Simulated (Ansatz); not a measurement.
`[NH2][Hf]([OH])([F])[Cl]` + H₂S → `[OH][Hf]([F])([SH])[Cl]` + NH₃  (ligand exchange at the Hf–N bond)

Isolated molecules relaxed with PBE0-D4/def2-TZVP in Ansatz; ΔE leaves out vibrations. CCSD(T)/CBS adds triple-zeta CCSD(T) − MP2 to the extrapolated MP2 energy (def2 sets, frozen cores). This one scheme is used for every species. DFT in def2-TZVPP. HSE06 is defined as in plane-wave codes. Elements past krypton have def2 core potentials. For Hf outer-core shells are correlated without core-valence functions, which leaves a few kJ/mol of doubt a bond. One conformer a species, not always the lowest.

`[NH2][Hf]([OH])([F])[Cl]`:

Cartesian coordinates in Å:
```
N 1.313 0.667 0.344
Hf -0.364 -0.086 -0.486
O -1.170 -1.177 0.852
F 0.131 -1.044 -2.064
Cl -1.806 1.675 -1.147
H 2.059 1.131 -0.155
H 1.545 0.638 1.327
H -1.706 -1.803 1.329
```

H₂S:

Z-matrix (Å, degrees):
```
S
H 1 1.341
H 1 1.341 2 92.3
```

`[OH][Hf]([F])([SH])[Cl]`:

Cartesian coordinates in Å:
```
O 0.925 0.987 -0.729
Hf -0.486 0.219 0.273
F -0.822 1.168 1.880
S 0.194 -2.052 0.874
Cl -2.460 0.192 -1.002
H 1.541 1.553 -1.183
H 1.108 -2.066 -0.114
```

NH₃:

```xyz
4

N     0.128    0.013    0.251
H    -0.474   -0.798    0.178
H    -0.449    0.828    0.082
H     0.794   -0.042   -0.510
```

Problem. Is it downhill or uphill in electronic energy at CCSD(T)/CBS, and by how much? (Best estimate.)

Solution. Computed: Downhill: ΔE = -0.27 eV.

Problem. What do these levels give: HSE06-D4, B2PLYP, BLYP, r2SCAN, PBE0, CCSD(T)/def2-SVP, SCS-MP2/def2-TZVPP, CCSD(T)/def2-TZVPP, HF/def2-QZVPP, SCS-MP2/def2-QZVPP, MP2/CBS(def2), CCSD/CBS(def2)? (An estimate is asked.)

Solution. The calculation gave: HSE06-D4 -0.31, B2PLYP -0.25, BLYP -0.22, r2SCAN -0.30, PBE0 -0.30, CCSD(T)/def2-SVP -0.14, SCS-MP2/def2-TZVPP -0.25, CCSD(T)/def2-TZVPP -0.26, HF/def2-QZVPP -0.22, SCS-MP2/def2-QZVPP -0.26, MP2/CBS(def2) -0.30, CCSD/CBS(def2) -0.24 eV.

Largest T1 diagnostic among the species: 0.015.

Leaving LDA and LC-ωPBE aside and taking each functional with its dispersion term where it has one, the values, not all of them listed here, spread over 0.13 eV, from B97M-V to CAM-B3LYP-D4. At CCSD(T), def2-SVP lies +0.13 eV from the extrapolated value and def2-TZVPP +0.01 eV.
